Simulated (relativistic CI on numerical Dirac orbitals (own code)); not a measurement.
# Dy3+ (4f9) in a crystal field

Calculated by Dirac-Coulomb-Breit CI, orbitals from a KLI potential per configuration, model QED, one configuration in a parametric crystal field, unscaled Slater integrals (own radial code).

Field parameters in Wybourne normalisation; cubic f-shell fields have B⁴₄ = √(5/14) B⁴₀ and B⁶₄ = −√(7/2) B⁶₀. The field is a parameter set, without covalency.

S is read from ⟨S²⟩ = S(S + 1).

Powder χT (cm³ K mol⁻¹) by Van Vleck's formula, with temperature-independent terms:

| Field | 2 K | 5 K | 10 K | 20 K | 50 K | 100 K | 200 K | 300 K |
| --- | --- | --- | --- | --- | --- | --- | --- | --- |
| D3d, B20 = 760, B40 = 1440, B43 = -200, B60 = 380, B63 = -390, B66 = 270 cm⁻¹ | 12.4 | 12.4 | 12.4 | 12.5 | 12.8 | 13.2 | 13.7 | 13.9 |
| Oh, B40 = 1640, B60 = 740 cm⁻¹ | 4.98 | 6.31 | 8.43 | 11.1 | 12.7 | 13 | 13.5 | 13.7 |

Problem. For Oh, B40 = 1640, B60 = 740 cm⁻¹: what effective moment follows at 300 K?

Solution. μ_eff = √(8χT) = 10.47 μB. The LS value g√(J(J + 1)) of the free ion's ⁶H°15/2 level is 10.65 μB.
